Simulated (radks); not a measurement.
Tb+, configuration [Xe] 4f8 5d1 6s1 (not the ground configuration). Method: scalar-relativistic Kohn-Sham, r2SCAN, spin-polarised, spherical densities, finite nucleus; open shells are filled with parallel spins first (spin-orbit coupling, left out, can overturn this in heavy ions); meta-GGA in the generalised Kohn-Sham scheme; Fermi nuclear charge, rms radius 5.06 fm; computed with a radial shooting solver on a logarithmic mesh with Libxc functionals. Some entries of the table are withheld. Estimate them.

| orbital | occ. | eigenvalue (eV) | <1/r> (bohr^-1) |
|---|---|---|---|
| 1s up | 1 | -51941.27 | 73.09 |
| 1s down | 1 | -51941.26 | 73.09 |
| 2s up | 1 | -8642.722 | 16.99 |
| 2s down | 1 | -8642.677 | 16.99 |
| 2p up | 3 | -7677.881 | 15.80 |
| 2p down | 3 | -7677.834 | 15.80 |
| 3s up | 1 | -1936.968 | 6.250 |
| 3s down | 1 | -1933.936 | 6.257 |
| 3p up | 3 | -1637.879 | 5.860 |
| 3p down | 3 | -1634.841 | 5.867 |
| 3d up | 5 | -1247.737 | 5.550 |
| 3d down | 5 | -1245.362 | 5.557 |
| 4s up | 1 | -401.1432 | 2.625 |
| 4s down | 1 | -394.1273 | 2.624 |
| 4p up | 3 | -302.0569 | 2.413 |
| 4p down | 3 | -295.0392 | 2.411 |
| 4d up | 5 | -165.4764 | 2.129 |
| 4d down | 5 | -158.4238 | 2.126 |
| 5s up | 1 | -60.3476 | 1.019 |
| 5s down | 1 | -56.7818 | 0.9933 |
| 5p up | 3 | -36.1299 | 0.8600 |
| 5p down | 3 | -33.3571 | 0.8401 |
| 4f up | 7 | -17.4561 | 1.583 |
| 4f down | 1 | -10.9777 | 1.539 |
| 6s up | 1 | -10.1363 | 0.3517 |
| 5d up | 1 | -8.8703 | (1) |
| 6s down | 0 | -7.0147 | 0.3252 |
| 5d down | 0 | -6.3639 | (2) |

Answer. 
(1) 5d up <1/r> (bohr^-1): 0.5223
(2) 5d down <1/r> (bohr^-1): 0.5145
